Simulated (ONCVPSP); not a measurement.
## Potentials for Se (Z = 34) compared

Generated with ld1.x 7.5 (TM, RRKJ, ultrasoft, PAW), atompaw 4.2 or ONCVPSP 4.0.1. The cutoff is in Ry: for ld1.x and atompaw files where the sum of valence levels is converged to 10 mRy in a Bessel basis, for ONCV files where the hardest occupied wave has 1 mHa per electron of residual kinetic energy. The error is the largest all-electron minus pseudo excitation energy over each file’s own four to seven test configurations (ionisations up to +4, promotions, holes and added fractions of an electron), all of which were solved. The labels leave out finer settings (local radius, basis sizes, second energies), which also bear on the numbers. Spin-polarised tests are not counted. The rows are a selection from randomly drawn settings: files with unsolved tests, undetermined cutoffs or missed reference levels are left out.

A true bound ghost makes a file unfit for plane-wave use even where its test errors are small: the radial tests pick states by their node count and pass the ghost by.

| potential | cutoff (Ry) | largest error (meV) | bound ghosts |
| --- | --- | --- | --- |
| ONCV, PBE, fully relativistic, rc 1.05/1.20/0.75 (spd), local smoothed, core correction no, reference 3s2 3p6 3d10 4s2 4p4, qcut 13.4/9/24.2, projectors 2/2/2 | 411 | +21 | none |
| ONCV, PBEsol, scalar-relativistic, rc 1.45/1.45/1.35 (spd), local smoothed, core correction yes, reference 4s2 4p3, qcut 4.9/6.4/7.7, projectors 2/2/1 | 23 | -44 | p |
| ONCV, PBE, scalar-relativistic, rc 1.35/1.80/0.80 (spd), local smoothed, core correction yes, reference 3d10 4s1 4p5, qcut 4.8/4/15.3, projectors 3/2/2 | 237 | -12 | s |
| ONCV, PBE, scalar-relativistic, rc 1.10/0.90/0.90/1.10 (spdf), local smoothed, core correction yes, reference 3s2 3p6 3d10 4s2 4p3, qcut 9.2/12.7/17.3/10.9, projectors 2/2/2/1 | 249 | -3.5 | none |

Q: Fill in the row for Se: ONCV, Wu-Cohen, scalar-relativistic, rc 1.15/1.20/0.85/1.10 (spdf), local smoothed, core correction yes, reference 3s2 3p6 3d10 4s2 4p4, qcut 10.4/10/19.4/10, projectors 2/2/1/2.

A: cutoff 289 Ry, largest error -8.5 meV, bound ghosts: none.

Q: Fill in the row for Se: ONCV, PBE, scalar-relativistic, rc 1.05/1.10/1.00 (spd), local smoothed, core correction yes, reference 3s2 3p6 3d10 4s2 4p4, qcut 9.4/13.3/14.9, projectors 2/2/2.

A: cutoff 195 Ry, largest error +212 meV, bound ghosts: none.
